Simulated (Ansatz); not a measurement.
Geometry optimisation, Ansatz, RKS PBE/def2-SVP.

The input (input.yaml):

```yaml
crystal:
  periodic: [false, false, false]
  atoms:
    - { symbol: Al, position_ang: [-0.076559, -0.333675, 0.009272] }
    - { symbol: O, position_ang: [0.008335, -0.611488, 1.742775] }
    - { symbol: H, position_ang: [-0.795696, -0.780097, 2.260123] }
    - { symbol: O, position_ang: [1.381579, -0.224797, -0.88322] }
    - { symbol: H, position_ang: [2.235112, -0.349209, -0.440559] }
    - { symbol: O, position_ang: [-1.51306, -0.244459, -0.915402] }
    - { symbol: H, position_ang: [-2.401246, -0.301468, -0.535785] }
    - { symbol: P, position_ang: [0.008031, 2.952022, 1.150996] }
    - { symbol: H, position_ang: [1.202298, 3.081612, 1.942848] }
    - { symbol: H, position_ang: [0.764089, 2.531322, -0.004176] }
    - { symbol: H, position_ang: [-0.153883, 1.593037, 1.583328] }
basis:
  gaussian: { orbitals: def2-SVP }
hamiltonian:
  xc: pbe
relax:
  f_tol: 0.03
  max_steps: 50
output:
  orbitals: {}
```

Launched with:

```bash
$ ansatz run input.yaml --threads 4 --pin off --max-ram 5120MiB --backend cpu --events-out ev --progress --plain --runs-dir out
```

Task: Where does it end, and by what steps?

Result: The run converged. After 7 steps the energy has fallen by 0.053 eV; H10 moved furthest, 0.29 Å.

| step | energy less start (eV) | largest force component (eV/Å) | accepted |
| --- | --- | --- | --- |
| 0 | 0.0000 | 0.636 | yes |
| 1 | -0.0296 | 0.568 | yes |
| 2 | -0.0340 | 0.676 | yes |
| 3 | -0.0479 | 0.139 | yes |
| 4 | -0.0504 | 0.124 | yes |
| 5 | -0.0517 | 0.106 | yes |
| 6 | -0.0526 | 0.055 | yes |
| 7 | -0.0533 | 0.025 | yes |

```xyz
11
Properties=species:S:1:pos:R:3
Al -0.070 -0.287 0.087
O 0.006 -0.863 1.710
H -0.782 -0.985 2.261
O 1.387 -0.076 -0.796
H 2.242 -0.200 -0.356
O -1.492 -0.032 -0.836
H -2.384 -0.250 -0.531
P 0.053 2.968 0.992
H 1.259 3.059 1.778
H 0.745 2.249 -0.056
H -0.306 1.730 1.657
```

Whether the end is a true minimum wasn't checked by a vibrational analysis.

Time of the run: 12 s on 4 threads of Arm Neoverse V1 (shared host), peak memory 0.15 GiB.
